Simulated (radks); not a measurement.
Dipole-allowed excitations along the series with 29 electrons in [Ar] 3d10 4s1. Method: scalar-relativistic Kohn-Sham, PBE, spin-polarised, spherical densities, finite nucleus; open shells are filled with parallel spins first (spin-orbit coupling, left out, can overturn this in heavy ions); Fermi nuclear charge, rms radius of each element as measured or else 0.836 A^(1/3) + 0.57 fm; computed with a radial shooting solver on a logarithmic mesh with Libxc functionals. Time-dependent linear response with the Hartree and adiabatic LDA kernel, continuum included through the Sternheimer equations, no spin-orbit coupling, so fine structure and intercombination lines are absent. Lines are the poles of the dipole polarisability below minus the highest occupied eigenvalue, found on a grid refined at the orbital gaps; the lowest seven at most are given, and weak or close lines can be missed. The first line takes the name of the lowest orbital gap if no other gap lies below it; otherwise a line is named after a gap within 0.6 % of it, if that gap stands alone.

\begin{tabular}{lrrrrr}
species & -e(HOMO) (eV) & lowest orbital gap (eV) & first line (eV) & f & static alpha (bohr^3) \\ \hline
Sn21+ & 631.30 & 4s-4p 52.535 & 55.401 (4s-4p) & 0.607 & 0.1673 \\
Sb22+ & 681.92 & 4s-4p 55.529 & 58.513 (4s-4p) & 0.602 & 0.1486 \\
Te23+ & 734.45 & 4s-4p 58.629 & 61.729 (4s-4p) & 0.598 & 0.1325 \\
I24+ & 788.90 & 4s-4p 61.842 & 65.061 (4s-4p) & 0.594 & 0.1184 \\
Xe25+ & 845.28 & 4s-4p 65.173 & 68.512 (4s-4p) & 0.590 & 0.1062 \\
\end{tabular}
